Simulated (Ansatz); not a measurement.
Basis sets compared for SnO3H2. The state is a singlet with charge 0. Geometry PBE-D4/def2-SVP. Ansatz on 4 threads of Arm Neoverse V1 on a shared host; times are rough, and most runs start from earlier orbitals.

```xyz
6

Sn    0.965   -0.960    0.246
O    -0.413    0.340   -1.304
O    -1.058   -0.534   -0.282
O     1.015    0.425    1.719
H     0.139    0.863    1.753
H    -0.649   -0.133   -2.132
```

In the def2 sets Sn takes a core potential; there is no spin–orbit coupling. The structure holds one bond between oxygen atoms, so isomers without such links may lie far lower. The structure comes from a short search, and lower isomers may exist.

Binding counts from free atoms (Sn triplet, O triplet, H doublet) in the same basis, without a counterpoise term.

```tsv
level	functions	energy (Eh)	HOMO (eV)	LUMO (eV)	binding per atom (eV)	wall time
PBE-D4/def2-SVP	78	-440.7187	-5.58	-2.54	3.33	0.5 s
PBE-D4/def2-TZVP	155	-441.0181	-5.92	-2.77	3.36	0.95 s
r2SCAN-D4/def2-TZVP	155	-441.2090	-6.26	-2.67	3.19	2 s
PBE0-D4/def2-SVP	78	-440.7029	-7.23	-1.92	3.05	0.75 s
PBE0-D4/def2-TZVP (with forces)	155	-440.9997	-7.47	-2.10	3.10	1.6 s
```

(1) Estimate the rows for PBE-D4/def2-TZVPD, r2SCAN-D4/def2-TZVPD, PBE0-D4/def2-TZVPD.

Results:

(1) 
| level | functions | energy (Eh) | HOMO (eV) | LUMO (eV) | binding per atom (eV) | wall time |
| --- | --- | --- | --- | --- | --- | --- |
| PBE-D4/def2-TZVPD | 194 | -441.0227 | -6.03 | -2.86 | 3.37 | 1.6 s |
| r2SCAN-D4/def2-TZVPD | 194 | -441.2127 | -6.33 | -2.72 | 3.19 | 2.8 s |
| PBE0-D4/def2-TZVPD | 194 | -441.0035 | -7.54 | -2.17 | 3.11 | 1.9 s |
